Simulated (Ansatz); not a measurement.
Basis-set extrapolation for C₂H₅NO₂Si (`O=CN1CO[SiH2]1`) (PBE0-D4/def2-TZVP geometry, frozen core, Ansatz). Multiplicity 1, RHF reference.

```
                      def2-TZVPP   def2-QZVPP
                 HF  -571.925209  -571.947693
    MP2 correlation    -1.097078    -1.178610
CCSD(T) correlation    -1.171151      not run
```

Energies in hartree. Use E(X) = E(∞) + A·exp(−7.88·√X) for Hartree–Fock and E(X) = E(∞) + B·X^(−2.97) for correlation, with X = 3 and 4, and add CCSD(T) minus MP2 of the smaller set to the MP2 limit.

What is the CCSD(T) energy at the basis-set limit?

HF limit: -571.947693 + (-0.022484) × 0.13774 = -571.95079. MP2 limit: -1.178610 + (-0.081532) × 0.74074 = -1.23900. Higher-order term: -1.171151 − (-1.097078) = -0.07407. Total: -573.26386 hartree, 439.8 kJ/mol below CCSD(T)/def2-TZVPP.
